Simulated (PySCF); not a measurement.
Running PySCF for MgCd

Input:

```python
from pyscf import gto, dft

mol = gto.M(
    atom='Mg 0 0 0; Cd 0 0 2.893',
    basis='def2-svp',
    ecp={'Cd': 'def2-svp'},
    charge=0,
    spin=0,
    verbose=4,
)
mf = dft.RKS(mol, xc='hse06')
mf.kernel()
mf.mulliken_pop()
mf.dip_moment()
print('orbital energies (hartree):', mf.mo_energy[..., max(0, mol.nelec[1]-3):mol.nelec[0]+3].round(4))
```

```bash
$ OMP_NUM_THREADS=1 python input.py
```

The log (some set-up lines and the per-cycle HOMO/LUMO lines with their warnings removed):

```
PySCF version 2.14.0

[INPUT] verbose = 4
[INPUT] num. atoms = 2
[INPUT] num. electrons = 32
[INPUT] charge = 0
[INPUT] spin (= nelec alpha-beta = 2S) = 0
[INPUT] symmetry False subgroup None
[INPUT] Mole.unit = angstrom
[INPUT] Symbol           X                Y                Z      unit          X                Y                Z       unit  Magmom
[INPUT]  1 Mg     0.000000000000   0.000000000000   0.000000000000 AA    0.000000000000   0.000000000000   0.000000000000 Bohr   0.0
[INPUT]  2 Cd     0.000000000000   0.000000000000   2.893000000000 AA    0.000000000000   0.000000000000   5.466977678367 Bohr   0.0

nuclear repulsion = 43.8999414520567
number of shells = 19
number of NR pGTOs = 93
number of NR cGTOs = 49
basis = def2-svp
ecp = {'Cd': 'def2-svp'}

******** <class 'pyscf.dft.rks.RKS'> ********
method = RKS
initial guess = minao
damping factor = 0
level_shift factor = 0
DIIS = <class 'pyscf.scf.diis.CDIIS'>
diis_start_cycle = 1
diis_space = 8
diis_damp = 0
SCF conv_tol = 1e-09
SCF conv_tol_grad = None
SCF max_cycles = 50
direct_scf = True
direct_scf_tol = 1e-13
XC library pyscf.dft.libxc version 7.0.0
    S. Lehtola, C. Steigemann, M. J.T. Oliveira, and M. A.L. Marques.,  SoftwareX 7, 1–5 (2018)
XC functionals = hse06
    J. Heyd, G. E. Scuseria, and M. Ernzerhof.,  J. Chem. Phys. 118, 8207 (2003)
    J. Heyd, G. E. Scuseria, and M. Ernzerhof.,  J. Chem. Phys. 124, 219906 (2006)
    A. V. Krukau, O. A. Vydrov, A. F. Izmaylov, and G. E. Scuseria.,  J. Chem. Phys. 125, 224106 (2006)
radial grids:
    Treutler-Ahlrichs [JCP 102, 346 (1995); DOI:10.1063/1.469408] (M4) radial grids

becke partition: Becke, JCP 88, 2547 (1988); DOI:10.1063/1.454033
pruning grids: <function nwchem_prune>
grids dens level: 3
symmetrized grids: False
atomic radii adjust function: <function treutler_atomic_radii_adjust>
small_rho_cutoff = 0
Set gradient conv threshold to 3.16228e-05
Initial guess from minao.
tot grids = 40976
init E= -353.606909421636
cycle= 1 E= -366.289924275655  delta_E= -12.7  |g|= 1.87  |ddm|= 4.87

cycle= 2 E= -328.800442526823  delta_E= 37.5  |g|= 5.75  |ddm|= 24.5
cycle= 3 E= -367.167751305533  delta_E= -38.4  |g|= 0.93  |ddm|= 24.2
cycle= 4 E= -367.461629663602  delta_E= -0.294  |g|= 0.526  |ddm|= 3.26
cycle= 5 E= -367.630719996203  delta_E= -0.169  |g|= 0.144  |ddm|= 1.67
cycle= 6 E= -367.628275703744  delta_E= 0.00244  |g|= 0.0762  |ddm|= 0.245
cycle= 7 E= -367.634584596066  delta_E= -0.00631  |g|= 0.0103  |ddm|= 0.283
cycle= 8 E= -367.634649724019  delta_E= -6.51e-05  |g|= 0.00263  |ddm|= 0.0463
cycle= 9 E= -367.6346543798  delta_E= -4.66e-06  |g|= 0.000797  |ddm|= 0.00981
cycle= 10 E= -367.634654454269  delta_E= -7.45e-08  |g|= 0.000248  |ddm|= 0.00122
cycle= 11 E= -367.634654581544  delta_E= -1.27e-07  |g|= 2.25e-05  |ddm|= 0.00066
cycle= 12 E= -367.63465458222  delta_E= -6.76e-10  |g|= 3.06e-06  |ddm|= 0.000101
Extra cycle  E= -367.634654582214  delta_E= 5.74e-12  |g|= 5.27e-06  |ddm|= 2.43e-05
converged SCF energy = -367.634654582214
 ** Mulliken pop  **
pop of  0 Mg 1s           1.99973
pop of  0 Mg 2s           1.99258
pop of  0 Mg 3s           1.44982
pop of  0 Mg 4s           0.43064
pop of  0 Mg 2px          1.98891
pop of  0 Mg 2py          1.98891
pop of  0 Mg 2pz          1.98976
pop of  0 Mg 3px          0.01135
pop of  0 Mg 3py          0.01135
pop of  0 Mg 3pz          0.06492
pop of  0 Mg 4px          0.00150
pop of  0 Mg 4py          0.00150
[37 lines left out]
 ** Mulliken atomic charges  **
charge of    0Mg =     -0.09050
charge of    1Cd =      0.09050
Dipole moment(X, Y, Z, Debye):  0.00000, -0.00000,  0.05451
orbital energies (hartree): [-0.5019 -0.2629 -0.1626 -0.0655 -0.0655 -0.0563]
```

In short: E(SCF) = -367.634655 Eh, 12 cycles, μz(SCF) = 0.05 D.

Hardware: Arm Neoverse V1, 1 thread, shared host. Wall time 8.8 s, peak memory 0.19 GiB.

Stability towards an unrestricted solution was not tested. The bond length is a typed value, not an optimised one.
